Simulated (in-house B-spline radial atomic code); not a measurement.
Configurations of Os⁶⁺, with energies counted from [Xe] 4f14 5d2. Method: Dirac-Hartree-Fock, average of configuration, Fermi nucleus of rms radius 5.4126 fm. Calculated with a radial B-spline atomic code at the basis-set limit. Energies include first-order Breit, QED and recoil terms.

Occupations are held fixed; configurations that lie above the ionisation limit could autoionise.

```tsv
configuration	E - E(ref) (eV)	highest orbital	its <r> (bohr)
[Xe] 4f14 5d1 7p1	50.264	7p3/2	4.239
[Kr] 4d10 4f14 5s2 5p5 5d2 6f1	109.74	6f7/2	4.331
[Kr] 4d10 4f14 5s2 5p5 5d2 6g1	118.57	6g7/2	6.144
[Kr] 4d10 4f14 5s2 5p5 5d2 8f1	123.41	8f7/2	9.437
[Kr] 4d10 4f14 5s2 5p5 5d2 8g1	126.77	8g7/2	12.07
[Kr] 4d10 4f14 5s2 5p5 5d2 9g1	128.99	9g7/2	15.68
[Xe] 4f13 5d2 8g1	133.76	8g7/2	12.07
```

(1) Order these further configurations by energy, lowest first.
A. [Kr] 4d10 4f14 5s2 5p5 5d2 9f1
B. [Xe] 4f14 5d1 9s1
C. [Xe] 4f14 5d1 6g1
D. [Xe] 4f14 5d1 5g1
E. [Kr] 4d10 4f14 5s2 5p5 5d2 8s1

(2) How far above the reference does [Xe] 4f14 5d1 6p1 lie?

(3) How far above the reference does [Xe] 4f14 5d1 6s1 lie?

(4) How far above the reference does [Xe] 4f14 5d1 8f1 lie?

Answers

(1) D (57.025 eV), C (65.187 eV), B (66.405 eV), E (112.26 eV), A (126.7 eV).

(2) 26.565 eV; its least bound orbital is 6p3/2 with <r> = 2.498 bohr.

(3) 14.895 eV; its least bound orbital is 6s1/2 with <r> = 2.144 bohr.

(4) 70.052 eV; its least bound orbital is 8f7/2 with <r> = 9.478 bohr.
